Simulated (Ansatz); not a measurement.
The first iterations of a band of C2H6AlFO2 (12 atoms, charge 0, multiplicity 1).

These are results of Ansatz 0.2.0, RKS CAM-B3LYP-D4/def2-SVP, not measurements.

```json
{"movable images": "5", "climbing image": "yes", "spring": "5.0 eV/Å²", "optimiser": "quadratic models (default)", "start path": "through a guess of the saddle point", "force threshold": "0.03 eV/Å", "iteration limit": "60", "end points": "relaxed"}
```

Initial state:

```xyz
12
Properties=species:S:1:pos:R:3
C 0.968 -0.019 1.290
O 0.298 -0.156 0.046
C -1.061 -0.694 -0.016
F -1.756 -0.086 0.986
O -1.450 -0.358 -1.221
Al -0.047 0.685 -1.722
H 1.114 -1.011 1.743
H 0.387 0.621 1.968
H 1.945 0.434 1.085
H -1.033 -1.776 0.218
H 0.908 0.057 -2.809
H -0.196 2.246 -1.534
```

Final state:

```xyz
12
Properties=species:S:1:pos:R:3
C 0.967 -0.063 1.289
O 0.277 -0.194 0.055
C -1.140 -0.554 0.025
F -1.742 0.200 0.987
O -1.492 -0.242 -1.199
Al 0.029 0.582 -1.760
H 1.996 0.235 1.055
H 0.979 -1.032 1.810
H 0.484 0.696 1.918
H -1.252 -1.613 0.324
H 0.886 -0.226 -2.811
H 0.085 2.157 -1.660
```

| iteration | highest image above the first end (eV) | largest band force component (eV/Å) |
| --- | --- | --- |
| 1 | 22.856 | 60.206 |
| 2 | 7.227 | 17.801 |
| 3 | 2.890 | 7.765 |
| 4 | 0.863 | 2.999 |
| 5 | 0.777 | 1.672 |
| 6 | 0.631 | 1.438 |

Task: Does the band converge within its limit, and where does its top end?

Result: The forces met the threshold. It ended after 18 iterations with the highest image 0.033 eV above the first end. A vibrational analysis at the climbing image gives one clearly imaginary mode, 124i cm⁻¹: a first-order saddle point.

Time of the run: 6.4 min on 2 threads of Arm Neoverse V1, with other jobs on the host, peak memory 0.35 GiB.
